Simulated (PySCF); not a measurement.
# Orbital picture of SeO

PBE0 at R = 1.635 Å; basis Se cc-pVTZ-PP with ECP10, O cc-pVTZ; scalar-relativistic core potentials; PySCF 2.14. State: ³Σ⁻ (triplet), unpaired electrons π ↑↑. Only the outer orbitals are listed, counted within each symmetry, core potentials removing the inner ones.

```
spin  orbital  occ.  ε (eV)  on Se (%)           main shells (%)
   α       5σ     1  -28.99         22           75 O s, 15 Se s
   α       6σ     1  -19.43         78           74 Se s, 15 O s
   α       3π     1  -11.90         31           68 O p, 30 Se p
   α       3π     1  -11.90         31           68 O p, 30 Se p
   α       7σ     1  -11.90         37           58 O p, 29 Se p
   α       4π     1   -7.39         73           70 Se p, 27 O p
   α       4π     1   -7.39         73           70 Se p, 27 O p
   α       8σ     0   -0.29         92  74 Se p, 14 O p, 12 Se d
   α       9σ     0    3.93        103                  102 Se s
   α       5π     0    6.63        100                   98 Se p
   β       5σ     1  -27.67         26           69 O s, 17 Se s
   β       6σ     1  -17.68         73    70 Se s, 19 O s, 9 O p
   β       7σ     1  -11.14         40  55 O p, 29 Se p, 10 Se s
   β       3π     1   -9.84         40           59 O p, 37 Se p
   β       3π     1   -9.84         40           59 O p, 37 Se p
   β       4π     0   -3.32         66           63 Se p, 34 O p
   β       4π     0   -3.32         66           63 Se p, 34 O p
   β       8σ     0    0.31         93  75 Se p, 14 O p, 11 Se d
```

Task: Which are the highest filled and the lowest empty level, where do they sit, and how wide is the gap?

Result: Highest filled α 4π at -7.39 eV (in %: 70 Se p, 27 O p); lowest empty β 4π at -3.32 eV (in %: 63 Se p, 34 O p); the gap at PBE0 is 4.07 eV. Both belong to one degenerate shell, split only by its one-sided filling, so this is no excitation gap.

| Quantity | Value |
| --- | --- |
| bond order (Mayer) | 2.01 |
| ⟨S²⟩ | 2.010 |
| charge on Se (Mulliken, basis-dependent) | 0.35 |
| charge on Se (Löwdin, basis-dependent) | 0.33 |
| dipole moment (positive dipole means Se(−)O(+)) | -2.14 D |
| polarisability along the bond | 32.8 bohr³ |
| polarisability across the bond | 19.3 bohr³ |

Shares are Mulliken populations and can fall outside 0 to 100 %.

Spin–orbit coupling is left out. The state is the lowest determinant that a PBE0 search found; another state may lie lower at other levels.
